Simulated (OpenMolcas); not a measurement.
Pt6+ (d4) among equal point charges was computed by CASSCF with the d shell active (OpenMolcas, ANO-RCC-VTZP on the metal). Its lowest spin-free states, and all those of the highest spin:

| 2S+1 | Degeneracy | E (cm-1) |
| --- | --- | --- |
| 5 | 1 | 0.0 |
| 5 | 1 | 1266 |
| 5 | 1 | 2542 |
| 5 | 2 | 3227 |
| 3 | 2 | 20635 |
| 3 | 1 | 20818 |
| 3 | 1 | 21509 |
| 3 | 1 | 21955 |
| 3 | 2 | 22869 |
| 3 | 1 | 23052 |
| 3 | 1 | 23157 |
| 3 | 2 | 23223 |

Question: Is the site octahedral, tetrahedral or cube-like, axial, or of lower symmetry?

Answer: The states with 2S+1 = 5 have orbital degeneracies 1, 1, 1, 2. There are pairs but no triples, so the site is axial: not cubic, but with a proper or improper axis of order three or more. The run had Pt6+ among 6 point charges of -1.2 e arranged as a tetragonal octahedron (D4h), 2.17 Å from the ion, with the axial distance 2.279 Å.

Spin-orbit coupling mixes the spin-free states strongly: the lowest level takes only 21 % from its leading state, 5E, which lies 3227 cm-1 above the lowest spin-free state. Without dynamic correlation the repulsion within the d shell is too large (B by tens of per cent), so at a given field states of lower spin stand too high. Point charges give a weaker field than real ligands, and real ions of this kind are as a rule low spin; the high spin found here belongs to the model. The ground term spreads over less than 5000 cm-1, several times less than with real ligands, so orbital moments are less quenched and χT lies further from the spin-only value than at real sites. This is an electrostatic model: the charges have no orbitals. No measured value stands beside these numbers.
